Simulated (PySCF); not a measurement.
# The electron affinity along the 5d series

All values are computed (PySCF 2.14, energy differences of UHF-based or UKS calculations, no spin-orbit coupling). Values in eV. The last column holds reference values (measured affinities from photodetachment; the arrow runs from anion to atom). Unmarked ones compare directly (S terms, centres of terms, or small fine structure); those marked * lie between the lowest fine-structure levels and include a spin-orbit shift.

| element | configurations | UHF | PBE | PBE0 | r2SCAN | MP2 (valence and next inner shell) | SCS-MP2 (valence and next inner shell) | reference |
| --- | --- | --- | --- | --- | --- | --- | --- | --- |
| Ta (aug-cc-pwCVTZ-PP with ECP60MDF, ECP) | [Xe] 4f14 5d4 6s2 → [Xe] 4f14 5d3 6s2 | -0.423 | 0.718 | 0.489 | 0.590 | -0.133 | -0.617 | 0.329 * |
| Re (aug-cc-pwCVTZ-PP with ECP60MDF, ECP) | [Xe] 4f14 5d6 6s2 → [Xe] 4f14 5d5 6s2 | -1.914 | 0.157 | -0.186 | -0.134 | -0.771 | -0.758 | 0.060 * |
| Os (aug-cc-pwCVTZ-PP with ECP60MDF, ECP) | [Xe] 4f14 5d7 6s2 → [Xe] 4f14 5d6 6s2 | -0.626 | 1.254 | 0.969 | 0.998 | 0.556 | 0.558 | 1.078 * |
| Ir (aug-cc-pwCVTZ-PP with ECP60MDF, ECP) | [Xe] 4f14 5d8 6s2 → [Xe] 4f14 5d7 6s2 | -0.004 | 1.976 | 1.685 | 1.753 | 1.533 | 1.445 | 1.564 * |
| Pt (aug-cc-pwCVTZ-PP with ECP60MDF, ECP) | [Xe] 4f14 5d9 6s2 → [Xe] 4f14 5d9 6s1 | 0.436 | 2.109 | 1.819 | 1.990 | 2.051 | 2.021 | 2.125 * |
| Au (aug-cc-pwCVTZ-PP with ECP60MDF, ECP) | [Xe] 4f14 5d10 6s2 → [Xe] 4f14 5d10 6s1 | 0.624 | 2.295 | 2.002 | 2.199 | 2.279 | 2.198 | 2.309 |

Problem. Fill in the row of W (aug-cc-pwCVTZ-PP with ECP60MDF, ECP) ([Xe] 4f14 5d5 6s2 → [Xe] 4f14 5d4 6s2).

Solution. UHF 0.888; PBE 1.688; PBE0 1.529; r2SCAN 1.753; MP2 (valence and next inner shell) 0.966; SCS-MP2 (valence and next inner shell) 0.425; reference 0.817 * (eV).

The highest occupied level of the anion is positive for Ta⁻ at UHF, PBE, PBE0, r2SCAN; W⁻ at UHF, PBE, PBE0, r2SCAN; Re⁻ at PBE, PBE0, r2SCAN; Os⁻ at PBE, PBE0, r2SCAN; Ir⁻ at PBE, PBE0, r2SCAN; Pt⁻ at PBE, PBE0, r2SCAN; Au⁻ at PBE, r2SCAN, so there the basis helps to hold the electron.

"Valence" correlates the outer s and p shells and, in groups 3 to 12 and the f block, the outer d or f shell, open or full, or the next shell where the ion has no valence electron left; the wider scheme adds the next inner shell.
